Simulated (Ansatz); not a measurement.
Mulliken charges of CH5FOSn (`C[O][SnH2][F]`) from ωB97M-V/def2-TZVPP in Ansatz (PBE0-D4/def2-TZVP geometry).

```json
{"atom": "C1", "x (Å)": "0.519", "y (Å)": "1.373", "z (Å)": "0.070", "charge (e)": "-0.184"}
{"atom": "O2", "x (Å)": "0.868", "y (Å)": "0.082", "z (Å)": "-0.374", "charge (e)": "-0.538"}
{"atom": "Sn3", "x (Å)": "-0.399", "y (Å)": "-1.388", "z (Å)": "-0.244", "charge (e)": "1.016"}
{"atom": "F4", "x (Å)": "-0.697", "y (Å)": "-1.629", "z (Å)": "1.640", "charge (e)": "-0.496"}
{"atom": "H5", "x (Å)": "1.313", "y (Å)": "2.060", "z (Å)": "-0.231", "charge (e)": "0.117"}
{"atom": "H6", "x (Å)": "-0.421", "y (Å)": "1.732", "z (Å)": "-0.373", "charge (e)": "0.103"}
{"atom": "H7", "x (Å)": "0.422", "y (Å)": "1.418", "z (Å)": "1.161", "charge (e)": "0.128"}
{"atom": "H8", "x (Å)": "-1.916", "y (Å)": "-0.924", "z (Å)": "-0.860", "charge (e)": "-0.080"}
{"atom": "H9", "x (Å)": "0.400", "y (Å)": "-2.769", "z (Å)": "-0.806", "charge (e)": "-0.067"}
```

Q: By hand: the dipole of these point charges (1 e Å = 4.8032 D).

A: Σ q r = (-0.331, -0.039, -0.667) e Å, of length 0.746 e Å = 3.58 D.

Q: How does the dipole of the full density compare? (An estimate is asked.)

A: Computed: (-0.184, 0.030, -0.461) e Å, 2.39 D; the point charges give 1.50 times that, at 8° from its direction.

Point charges leave out the atoms' own dipoles, such as those of lone pairs, and Mulliken's split depends on the basis, so the two needn't agree.
